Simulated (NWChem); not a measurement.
Molecule: CH6O2Si2; SMILES O=C[Si@@H](O)[SiH3]

```xyz
11

O      1.3712     2.0310    -0.0010
C      0.2220     1.7321    -0.2712
Si    -0.5549     0.1015     0.4015
O     -2.0630     0.0275    -0.3241
Si     0.8667    -1.7054    -0.1127
H     -0.3947     2.4060    -0.9158
H     -0.6609     0.2479     1.8850
H     -2.6280    -0.7298    -0.1174
H      1.1974    -1.7252    -1.5638
H      2.1267    -1.6087     0.6718
H      0.1972    -2.9951     0.2256
```
Atoms are numbered in this order, from 1.

Coordinates come from a B3LYP/6-31G* (spherical d) optimisation.

Task: List the 6 lowest vertical singlet excitations from Hartree-Fock/6-31G* (spherical d), TDHF (NWChem).

Result: 
```csv
state,energy (eV),oscillator strength,leading excitation (squared amplitude)
S1,3.62,0.002,HOMO → LUMO (0.58)
S2,7.35,0.055,HOMO → LUMO+1 (0.64)
S3,8.02,0.168,HOMO−1 → LUMO+1 (0.50)
S4,8.18,0.035,HOMO−1 → LUMO (0.22)
S5,8.52,0.136,HOMO → LUMO+2 (0.46)
S6,8.87,0.050,HOMO−8 → LUMO (0.23)
```
